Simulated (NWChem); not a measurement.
Molecule: SiHOICl₂; SMILES [Si](I)(O)(Cl)Cl

```xyz
6

O     -1.9897     0.9215     0.0000
Si    -0.3355     0.8179     0.0000
Cl     0.4653     1.7473     1.6645
Cl     0.4653     1.7473    -1.6645
I      0.1960    -1.5537     0.0000
H     -2.3488     1.8287     0.0000
```
Atoms are numbered in this order, from 1.

Computed with NWChem. The geometry was optimised at PBE-D3(BJ)/def2-SVP. def2 effective core potentials on I; no spin-orbit coupling. Field at 589 nm.

**Question.** Estimate the computed values for B3LYP/def2-SVP (core potentials). Quantities: isotropic polarisability (bohr³); anisotropy (bohr³).

**Answer.** 
- isotropic polarisability (bohr³): 66.4
- anisotropy (bohr³): 30.6
